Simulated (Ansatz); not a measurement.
Cost and result up the ladder for Ga6N6H18, a cluster cut from wurtzite GaN (hydrogen-capped) (30 atoms). The state is a singlet with charge 0. Geometry: PBE-D4/def2-SVP.

```xyz
30

N     1.219   -0.676   -1.974
Ga    2.186    0.113   -0.395
Ga   -0.194    2.199   -1.317
N     1.151    1.668    0.087
N     1.794   -1.230    1.052
Ga    0.430    1.598    1.967
Ga   -0.761   -1.008   -1.831
N    -1.493    0.662   -1.203
N    -0.866   -2.242   -0.245
Ga   -0.124   -1.620    1.519
Ga   -2.459    0.499    0.558
N    -0.922    0.113    1.803
H     1.293    0.060   -2.700
H     1.718   -1.491   -2.359
H     3.736    0.214   -0.671
H     0.561    2.033   -2.736
H    -0.899    3.556   -0.932
H     1.811    2.463    0.106
H     2.341   -2.094    0.930
H     2.170   -0.785    1.909
H     1.627    1.005    2.876
H    -0.274    2.957    2.348
H    -1.314   -1.708   -3.133
H    -2.239    0.922   -1.869
H    -0.549   -3.194   -0.479
H    -1.884   -2.328   -0.067
H    -0.224   -2.756    2.610
H    -3.161    1.859    0.940
H    -3.309   -0.873    0.469
H    -1.365    0.081    2.736
```

Ansatz on 2 threads of AMD EPYC 7R13 on a shared host and a share (18 GiB) of an NVIDIA H100 80GB HBM3. Times are rough, and most runs start from the orbitals of an earlier one. PBE0-D4/def2-TZVP serves as the yardstick here, not as an exact answer. Differences are given only for rows in sets of like size (and for xTB, whose basis is part of the method), since another set adds its own error. Binding counts from free atoms at the same level (N quartet, Ga doublet, H doublet; other spins of the atoms weren't run), without zero-point energy or a counterpoise term.

Single mean-field runs in def2-TZVP are fitted with def2-universal-jkfit.

```tsv
level	functions	wall time	binding energy per atom (eV)	difference from PBE0-D4/def2-TZVP (eV)
PBE-D4/def2-TZVP	582	4.6 s	3.22	0.04
PBE-D4/def2-SVP	366	5.5 s	3.24	–
r2SCAN-D4/def2-TZVP	582	6 s	3.19	0.02
PBE0-D4/def2-SVP	366	6 s	3.20	–
PBE0-D4/def2-TZVP (with forces)	582	6.5 s	3.18	0.00
```
